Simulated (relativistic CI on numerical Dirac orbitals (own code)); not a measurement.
## Calculated levels, Tb¹³⁺

These numbers are calculated, not measured: Dirac-Coulomb-Breit CI, orbitals from a KLI potential per configuration, model QED, unscaled Slater integrals (own radial code, finite nucleus).

Configurations in the expansion (outside the closed core [Kr] 4d10): 4f⁴5s², 4f⁶, 4f⁵5s, 4f²5s²5p², 4f³5s²5p, 4f²5s²5d², 4f³5s²5d, 4f²5s²5p5d, 4f³5s²6s, 4f²5s²5d6s, 4f²5s²6s². Levels of other configurations are missing.

The lowest level is 4f⁴5s² ⁵I4, with 96 % of that term; Hund's rules for 4f⁴5s² give ⁵I with J = 4, in agreement.

```csv
No.,Configuration,Term,J,E (cm⁻¹),%,Next component (%),Lifetime (s),jj configuration (%)
1,4f⁴5s²,⁵I,4,0.0,96,4 ³H,,4f5/2^3 4f7/2 (39)
2,4f⁴5s²,⁵I,5,3419.1,98,2 ³H,4.16e-01,4f5/2^3 4f7/2 (65)
3,4f⁴5s²,⁵I,6,7031.9,98,1 ³K,2.80e-01,4f5/2^2 4f7/2^2 (71)
4,4f⁴5s²,⁵I,7,10716.1,96,3 ³K,3.04e-01,4f5/2 4f7/2^3 (45)
5,4f⁴5s²,⁵I,8,14399.9,93,6 ³K,5.11e-01,4f5/2 4f7/2^3 (43)
6,4f⁴5s²,⁵F,1,24946.6,92,7 ³D,,4f5/2^3 4f7/2 (73)
7,4f⁴5s²,⁵F,2,25736.2,88,7 ³D,3.43e+01,4f5/2^2 4f7/2^2 (48)
8,4f⁴5s²,⁵F,3,27745.2,92,3 ³F,1.87e+00,4f5/2^3 4f7/2 (55)
9,4f⁴5s²,⁵S,2,29375.1,89,8 ³P,6.66e+00,4f5/2^2 4f7/2^2 (47)
10,4f⁴5s²,⁵F,4,29411.7,73,12 ³G,1.60e-01,4f5/2^2 4f7/2^2 (35)
11,4f⁴5s²,³K,6,30706.8,97,1 ¹I,4.64e-02,4f5/2^2 4f7/2^2 (49)
12,4f⁴5s²,⁵F,5,32647.8,84,11 ³G,3.72e-01,4f5/2^2 4f7/2^2 (47)
13,4f⁴5s²,³K,7,33253.1,74,21 ³L,3.40e-02,4f5/2^3 4f7/2 (54)
14,4f⁴5s²,³H,4,33912.3,47,21 ⁵F,2.36e-02,4f5/2^2 4f7/2^2 (48)
15,4f⁴5s²,⁵G,2,35498.2,88,10 ³F,6.08e-01,4f5/2^3 4f7/2 (44)
16,4f⁵5s,⁷H°,2,35925.2,96,4 ⁵G°,,4f5/2^3 4f7/2^2 5s (34)
17,4f⁴5s²,⁵G,3,35981.5,60,34 ³G,2.69e-01,4f5/2^3 4f7/2 (87)
18,4f⁴5s²,³K,8,36322.9,58,19 ³L,3.27e-02,4f5/2^3 4f7/2 (55)
19,4f⁵5s,⁷H°,3,37235.8,97,3 ⁵G°,2.80e+00,4f5/2^4 4f7/2 5s (37)
20,4f⁵5s,⁷H°,4,38894.4,97,2 ⁵G°,1.29e+00,4f5/2^3 4f7/2^2 5s (46)
21,4f⁴5s²,³H,5,39211.0,54,20 ⁵G,2.82e-02,4f5/2^2 4f7/2^2 (41)
22,4f⁴5s²,⁵G,4,40744.5,72,21 ³H,4.13e-02,4f5/2^2 4f7/2^2 (73)
23,4f⁵5s,⁷H°,5,40827.7,98,1 ⁵G°,8.03e-01,4f5/2^3 4f7/2^2 5s (52)
24,4f⁴5s²,³G,3,42076.4,61,34 ⁵G,7.24e-02,4f5/2^2 4f7/2^2 (71)
25,4f⁵5s,⁷H°,6,42963.0,98,1 ⁵I°,6.20e-01,4f5/2^2 4f7/2^3 5s (49)
26,4f⁴5s²,³D,2,43264.7,55,17 ³P,3.56e-02,4f5/2^2 4f7/2^2 (40)
27,4f⁴5s²,³L,7,43574.3,77,22 ³K,4.14e-02,4f5/2^2 4f7/2^2 (49)
28,4f⁴5s²,⁵G,5,44736.7,70,28 ³H,5.14e-02,4f5/2 4f7/2^3 (48)
29,4f⁵5s,⁷H°,7,45237.2,97,2 ⁵I°,,4f5/2^2 4f7/2^3 5s (46)
30,4f⁴5s²,³H,6,45332.7,51,46 ⁵G,4.58e-02,4f5/2 4f7/2^3 (53)
31,4f⁴5s²,³P,1,45739.3,49,46 ³D,4.15e-02,4f5/2^2 4f7/2^2 (68)
32,4f⁴5s²,³L,8,45755.0,51,23 ³M,6.85e-02,4f5/2^2 4f7/2^2 (62)
33,4f⁴5s²,³M,8,47034.2,42,33 ¹L,6.80e-02,4f5/2^2 4f7/2^2 (72)
34,4f⁴5s²,³L,9,47331.8,70,30 ³M,1.06e-01,4f5/2^2 4f7/2^2 (79)
35,4f⁵5s,⁷H°,8,47596.0,96,4 ⁵I°,,4f5/2^2 4f7/2^3 5s (39)
36,4f⁵5s,⁷F°,0,47609.4,97,3 ⁵D°,,4f5/2^3 4f7/2^2 5s (52)
37,4f⁵5s,⁷F°,1,47863.0,96,3 ⁵D°,2.95e+01,4f5/2^3 4f7/2^2 5s (40)
38,4f⁴5s²,³G,4,48317.5,52,17 ³H,2.46e-02,4f5/2 4f7/2^3 (74)
39,4f⁵5s,⁷F°,2,48430.1,96,2 ⁵F°,5.95e+00,4f5/2^3 4f7/2^2 5s (39)
40,4f⁴5s²,⁵G,6,48785.6,51,45 ³H,7.50e-02,4f5/2 4f7/2^3 (46)
41,4f⁴5s²,³D,3,49103.4,82,12 ³F,6.56e-02,4f5/2^2 4f7/2^2 (64)
42,4f⁴5s²,³P,0,49117.5,100,,3.80e-01,4f5/2^2 4f7/2^2 (89)
43,4f⁵5s,⁷F°,3,49418.1,95,3 ⁵F°,2.13e+00,4f5/2^3 4f7/2^2 5s (48)
44,4f⁴5s²,¹D,2,49670.0,42,28 ³F,4.35e-02,4f5/2^3 4f7/2 (48)
45,4f⁵5s,⁷F°,4,50928.7,96,3 ⁵F°,1.14e+00,4f5/2^3 4f7/2^2 5s (38)
46,4f⁴5s²,³F,4,52012.7,65,17 ³G,5.98e-02,4f5/2^2 4f7/2^2 (73)
47,4f⁵5s,⁷F°,5,52908.0,97,2 ⁵F°,7.72e-01,4f5/2^2 4f7/2^3 5s (43)
48,4f⁴5s²,³G,5,53160.8,38,30 ³I,3.70e-02,4f5/2^3 4f7/2 (36)
49,4f⁴5s²,³P,1,54203.0,51,46 ³D,2.99e-02,4f5/2 4f7/2^3 (87)
50,4f⁴5s²,³I,5,54463.1,58,34 ³G,3.98e-02,4f5/2 4f7/2^3 (38)
51,4f⁴5s²,³M,9,54897.9,70,30 ³L,9.67e-02,4f5/2 4f7/2^3 (79)
52,4f⁵5s,⁷F°,6,55230.6,98,2 ⁵G°,6.34e-01,4f5/2^2 4f7/2^3 5s (44)
53,4f⁴5s²,³M,10,55733.2,98,2 ¹N,2.34e-01,4f5/2 4f7/2^3 (58)
54,4f⁴5s²,³F,2,56011.3,48,36 ³P,3.20e-02,4f5/2 4f7/2^3 (59)
55,4f⁴5s²,³I,6,56647.6,89,7 ³H,4.25e-02,4f5/2^2 4f7/2^2 (51)
56,4f⁴5s²,³F,3,56992.1,82,11 ³D,3.39e-02,4f5/2 4f7/2^3 (69)
57,4f⁴5s²,³F,2,57105.9,78,9 ¹D,1.63e-02,4f5/2^2 4f7/2^2 (60)
58,4f⁴5s²,³I,7,57504.8,91,7 ¹K,4.96e-02,4f5/2^2 4f7/2^2 (52)
59,4f⁴5s²,¹L,8,57977.7,52,29 ³M,2.59e-02,4f5/2 4f7/2^3 (49)
60,4f⁴5s²,⁵D,0,60111.5,95,5 ³P,3.14e-01,4f5/2^2 4f7/2^2 (59)
61,4f⁴5s²,⁵D,1,61336.9,96,3 ³P,2.17e-01,4f5/2^3 4f7/2 (62)
62,4f⁴5s²,⁵D,2,63145.2,94,3 ³F,1.33e-01,4f5/2^2 4f7/2^2 (67)
63,4f⁵5s,⁵H°,3,63160.3,92,6 ³G°,9.67e-02,4f5/2^4 4f7/2 5s (34)
64,4f⁴5s²,³F,3,63871.3,78,12 ⁵D,2.20e-02,4f5/2 4f7/2^3 (56)
65,4f⁴5s²,¹G,4,63969.0,69,16 ⁵D,2.11e-02,4f5/2 4f7/2^3 (67)
66,4f⁴5s²,⁵D,3,65313.9,79,19 ³F,6.93e-02,4f5/2^2 4f7/2^2 (50)
67,4f⁵5s,⁵H°,4,65624.1,93,3 ³G°,8.07e-02,4f5/2^3 4f7/2^2 5s (43)
68,4f⁴5s²,¹D,2,65686.2,50,22 ³D,2.14e-02,4f7/2^4 (74)
69,4f⁴5s²,⁵D,4,66094.3,59,27 ³F,9.43e-02,4f5/2^3 4f7/2 (34)
70,4f⁴5s²,¹I,6,67457.8,62,32 ³H,3.27e-02,4f5/2^2 4f7/2^2 (57)
```

Energies count from the lowest computed level; ° marks odd parity; lifetimes are radiative, by E1, M1, E2, M2 decay to levels of this space only; some are left blank where a channel outside the calculation adds to the decay or the decay crosses a small, uncertain gap. Filled j subshells are mostly left out of the jj labels.

The mean weight of the leading LS term, summed over parents, in these 70 levels is 78 %, and that of the leading jj configuration (from the same eigenvectors) 54 %, so LS coupling describes them better.

At this charge transitions that keep the count of f electrons are usually good to a few per cent. Terms inside the open d or f shell come out 10 to 20 % too wide with unscaled integrals. Levels and lines within the n = 5 or 6 shells can be off by up to 10 % or somewhat more, and those that change n by about 2 %, since core polarisation is missing. Levels that differ in their count of f electrons can be misplaced by several ten thousand cm⁻¹, since the correlation energy of f electrons is missing or only estimated; rates across such gaps can be off by orders of magnitude.

Landé's interval rule says that E(J) − E(J−1) = AJ with one A. For the ground term the intervals give A = 683.8, 602.1, 526.3, 460.5 cm⁻¹ for J = 5, 6, 7, 8; the multiplet is regular.

LS names give the leading component of a level, which can be under half, so a name can repeat, a term be missing and a line seem to break the LS rules.
